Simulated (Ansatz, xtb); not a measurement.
# Ranking isomers of C4H5ClOS

6 gas-phase structures of C4H5ClOS, from a drawn sample of its isomers (lower ones may exist). Each was relaxed with GFN2-xTB; where two conformers were screened, the lower at r2SCAN-D4/def2-SVP is listed:

A. `C=C(Cl)C(=O)CS`, a singlet
B. `O=[S@@]1CCC=C1Cl`, a singlet
C. `COC(=C=S)CCl`, a singlet
D. `S=C1COC[C@@H]1Cl`, a singlet
E. `CS/C(Cl)=C/C=O`, a singlet
F. `CCSC(Cl)=C=O`, a singlet

Question: Which do you expect lowest at r2SCAN-D4/def2-SVP, and how would the others follow?

Answer: Calculated order at r2SCAN-D4/def2-SVP: A (0.0), E (1.9), D (4.4), F (7.3), C (29.2), B (31.5) kcal/mol.

Energies above the lowest of each column, in kcal/mol; the last columns are at PBE-D3(BJ)/def2-SVP geometries and were run for some of them only (a dash: not run or not comparable):

```csv
structure,GFN2-xTB,HF/STO-3G,r2SCAN-D4/def2-SVP,PBE-D3(BJ)/def2-SVP,CCSD(T)/def2-SVP + ΔMP2/def2-TZVPP
A,13.4,30.7,0.0,0.0,0.0
E,15.4,25.7,1.9,1.0,4.2
D,0.0,0.0,4.4,5.3,3.9
F,13.9,26.0,7.3,4.3,9.3
C,28.7,41.4,29.2,–,–
B,9.2,108.0,31.5,–,–
```

CCSD(T)/def2-SVP + ΔMP2/def2-TZVPP puts A lowest of those it was run on; GFN2-xTB picks D, HF/STO-3G picks D. CCSD(T)/def2-SVP + ΔMP2/def2-TZVPP orders those it was run on as A (0.0), D (3.9), E (4.2), F (9.3) kcal/mol. Less than 1 kcal/mol parts D and E, so the order within that pair means little. Some further structures that were screened fall inside this span and aren't listed. Flexible structures stand in one conformer each, not always the lowest. Frequencies (GFN2-xTB) were run for A, D, E, F alone. ΔMP2 is the change of the MP2 energy from the smaller to the larger basis.

Over these structures GFN2-xTB departs from r2SCAN-D4/def2-SVP by 10.1 kcal/mol on average once a common shift is removed. A GFN2-xTB relaxation took about 0.1 s and the r2SCAN-D4/def2-SVP energy about 1.8 s on a shared host (Ansatz 0.2.0, xtb 6.7.1).
